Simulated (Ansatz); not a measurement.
The same redistribution along the group F, Cl, Br.

Calculated with Ansatz (gas phase, PBE0-D4/def2-TZVP geometries, no zero-point term in ΔE). CBS: MP2 limit from def2 TZ/QZ plus the TZ coupled-cluster correction, frozen cores. Functionals use def2-TZVPP. For Br, Ga outer-core shells are correlated without core-valence functions, which leaves a few kJ/mol of doubt a bond. Scalar relativity is left out up to krypton. Each species was taken in one conformer, which may not be the lowest.

```csv
reaction,revPBE-D4 (kJ/mol)
`[OH][Ga]([F])[F]` + `CBCC` → `[CH3][Ga]([F])[F]` + `CBCO`,79
`[OH][Ga]([Cl])[Cl]` + `CBCC` → `[CH3][Ga]([Cl])[Cl]` + `CBCO`,90
`[OH][Ga]([Br])[Br]` + `CBCC` → `[CH3][Ga]([Br])[Br]` + `CBCO`,93
```

Task: Give the CCSD(T)/CBS values in the same order. (Estimate.)

Result: Computed: 87, 97, 99 kJ/mol.

Largest T1 diagnostic: 0.015, for `[OH][Ga]([F])[F]`.
